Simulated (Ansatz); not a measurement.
C$_{2}$H$_{3}$F$_{2}$NOSi (`C[Si](F)(F)N=C=O`), 10 atoms. Total charge 0; spin multiplicity 1. All runs use 4 threads of a server CPU on a shared host. Correlated methods freeze the cores.

Question: How many basis functions does each run have, and how long does it take in Ansatz? RKS PBE0-D4/def2-SVP energy; RHF-CCSD(T)/def2-SVP energy; direct RPA on PBE orbitals/def2-TZVPP energy; RHF-MP2/def2-QZVPP energy; RKS ωB97X-V/def2-TZVPP energy; RKS PBE0-D4/def2-QZVPP energy; RKS ωB97M-V/def2-QZVPP energy; RKS PBE0-D4/def2-TZVP relaxation (19 steps); RKS revPBE-D4/def2-TZVPP energy; RKS HSE06 (plane-wave form)-D4/def2-TZVPP energy; RHF-CCSD(T)/def2-TZVPP energy; RKS ωB97M-V/def2-SVP energy. (An estimate is asked.)

Answer: Computed: Other jobs shared the machine, so times are rough.

```csv
level,job,functions,wall time,peak host memory (GiB)
RKS PBE0-D4/def2-SVP,energy,117,1.4 s,0.29
RKS revPBE-D4/def2-TZVPP,energy,270,2.9 s,0.37
RKS HSE06 (plane-wave form)-D4/def2-TZVPP,energy,270,4.6 s,0.78
RKS ωB97M-V/def2-SVP,energy,117,5.5 s,0.39
direct RPA on PBE orbitals/def2-TZVPP,energy,270,7.5 s,0.66
RKS ωB97X-V/def2-TZVPP,energy,270,10 s,0.89
RKS PBE0-D4/def2-QZVPP,energy,502,11 s,1.9
RHF-CCSD(T)/def2-SVP,energy,117,13 s,0.69
RKS ωB97M-V/def2-QZVPP,energy,502,23 s,2.3
RHF-MP2/def2-QZVPP,energy,502,29 s,3.1
RKS PBE0-D4/def2-TZVP,relaxation (19 steps),241,94 s,0.7
RHF-CCSD(T)/def2-TZVPP,energy,270,6.5 min,7.6
```
